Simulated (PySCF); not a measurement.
Compound: selenoformaldehyde, CH₂Se.
Z-matrix (Å and degrees, PBE0-D3(BJ)/def2-SVP geometry), rows numbered from 1:
```
C 
Se  1  1.7418
H   1  1.0985  2  122.07
H   1  1.0984  2  122.03  3  -179.95
```

All values: CAM-B3LYP/def2-SVPD (PySCF, non-relativistic), on one gas-phase PBE0-D3(BJ)/def2-SVP geometry that isn't relaxed in the solvent. The solvent is an IEF-PCM continuum (cavity from Bondi-type radii × 1.2), and excitations are vertical TDDFT with non-equilibrium linear response and a frozen core. Specific hydrogen bonds and non-electrostatic terms are outside this model. Spin–orbit coupling is left out although an atom past zinc is present.

Gas-phase singlets (H = HOMO, L = LUMO):

```json
{"state": "S1", "E (eV)": "1.847", "λ (nm)": "671", "f": "0.000", "leading configurations": "H→L 100%"}
{"state": "S2", "E (eV)": "5.634", "λ (nm)": "220", "f": "0.193", "leading configurations": "H-1→L 94%"}
{"state": "S3", "E (eV)": "5.729", "λ (nm)": "216", "f": "0.006", "leading configurations": "H→L+1 93%"}
{"state": "S4", "E (eV)": "6.100", "λ (nm)": "203", "f": "0.096", "leading configurations": "H→L+2 98%"}
{"state": "S5", "E (eV)": "6.143", "λ (nm)": "202", "f": "0.004", "leading configurations": "H-2→L 98%"}
```

Task: How does the list change in acetonitrile (ε = 35.69)?

Result: 
```
state  E (eV)  λ (nm)      f  leading configurations  change by rank (eV)
   S1   2.011     616  0.000                H→L 100%               +0.164
   S2   5.513     225  0.247               H-1→L 94%               -0.121
   S3   5.865     211  0.020               H→L+1 87%               +0.136
   S4   6.026     206  0.129               H→L+2 93%               -0.074
   S5   6.138     202  0.005               H-2→L 98%               -0.005
```

Task: The ground-state energy changes by -0.107 eV from gas to acetonitrile. By how much does the total energy of gas-phase S1 change?

Result: E(S1) = E(S0) + excitation energy, so it changes by -0.107 + 0.164 = +0.057 eV: it isn't lowered at all, while the ground state is. This is the vertical state, with the slow part of the continuum still set for S0.

Task: How do the frontier levels move from gas to acetonitrile?

Result: 
```tsv
orbital	gas (eV)	solvent (eV)	change (eV)
LUMO+2	1.51	1.42	-0.09
LUMO+1	1.05	1.19	+0.14
LUMO	-1.70	-1.58	+0.12
HOMO	-7.75	-7.80	-0.05
HOMO-1	-9.90	-9.83	+0.07
HOMO-2	-12.21	-12.13	+0.08
HOMO-3	-14.43	-14.21	+0.22
```

The HOMO–LUMO gap goes from 6.05 to 6.22 eV.

Time: 3.4 s of wall time; peak memory 0.36 GiB. Hardware: one thread of an Intel Xeon Platinum 8375C at 2.90 GHz, no GPU, shared host with 128 logical CPUs at a one-minute load of 53. This is the whole response run at CAM-B3LYP/def2-SVPD in acetonitrile, SCF included.
